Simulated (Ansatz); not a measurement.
A nudged elastic band was laid between two geometries of FH + GeH4O2 (9 atoms, charge 0, multiplicity 1).

The calculation used RKS PBE0/def2-SVP in Ansatz.

| Quantity | Value |
| --- | --- |
| movable images | 7 |
| climbing image | yes |
| spring | 5.0 eV/Å² |
| optimiser | quadratic models (default) |
| start path | through a guess of the saddle point |
| force threshold | 0.05 eV/Å |
| iteration limit | 60 |
| end points | relaxed |

Initial state:

```xyz
9
Properties=species:S:1:pos:R:3
Ge -0.153 -0.127 -0.106
O -0.075 0.066 1.684
H -0.931 0.064 2.126
H 1.271 0.125 -0.573
O -1.217 1.115 -0.778
H -2.117 0.811 -0.935
H -0.744 -1.518 -0.401
F 1.481 2.082 1.602
H 0.917 1.369 1.851
```

Final state:

```xyz
9
Properties=species:S:1:pos:R:3
Ge -0.274 0.381 -0.211
O 0.879 -0.161 2.256
H 0.218 -0.499 2.870
H 1.144 -0.049 -0.546
O -0.916 1.000 -1.739
H -1.821 1.324 -1.679
H -1.276 -0.600 0.409
F -0.247 1.794 0.846
H 0.725 0.796 2.261
```

(1) What changes between the two ends?

(2) Give the energies along the band, and the barrier.

(3) What is the geometry of the highest image?

(4) What are the harmonic wavenumbers there?

Answers

(1) Bonds broken: Ge1–O2, F8–H9. Bonds formed: Ge1–F8, O2–H9. FH + GeH4O2 becomes FGeH3O + H2O.

(2) It converged. The highest image is number 4 of 0 to 8, 15.2 kcal/mol above the first end and 22.6 kcal/mol above the last; the last end lies 7.4 kcal/mol below the first. A vibrational analysis at the climbing image gives one clearly imaginary mode, 498i cm⁻¹: a first-order saddle point. The orbitals stay closed-shell, which can raise the energy where a bond breaks towards radicals; this wasn't checked here.

| image | path coordinate (Å) | energy (kcal/mol) | Ge1–O2 (Å) | F8–H9 (Å) | Ge1–F8 (Å) |
| --- | --- | --- | --- | --- | --- |
| 0 | 0.00 | 0.0 | 1.80 | 0.94 | 3.23 |
| 1 | 0.44 | 0.2 | 1.80 | 0.94 | 3.10 |
| 2 | 0.88 | 1.6 | 1.81 | 0.95 | 2.78 |
| 3 | 1.32 | 7.4 | 1.86 | 0.99 | 2.36 |
| 4 | 1.76 | 15.2 | 1.99 | 1.23 | 2.04 |
| 5 | 2.58 | 6.3 | 2.47 | 1.68 | 1.80 |
| 6 | 3.40 | -2.6 | 3.00 | 1.83 | 1.76 |
| 7 | 4.22 | -5.9 | 2.98 | 1.94 | 1.76 |
| 8 | 5.04 | -7.4 | 2.78 | 1.99 | 1.76 |

(3) 
```xyz
9
Properties=species:S:1:pos:R:3
Ge 0.052 0.186 -0.024
O 0.083 -0.021 1.952
H -0.783 -0.100 2.371
H 1.444 -0.028 -0.618
O -1.070 1.364 -0.729
H -1.820 0.899 -1.116
H -0.778 -1.133 -0.175
F 0.829 1.793 0.954
H 0.474 1.026 1.852
```

(4) 498i, 97, 258, 378, 415, 477, 595, 617, 678, 722, 762, 837, 932, 977, 1072, 1354, 2015, 2039, 2210, 3884, 3897 cm⁻¹.

Time of the run: 3.4 min on 2 threads of Arm Neoverse V2, on a shared host, peak memory 0.22 GiB.
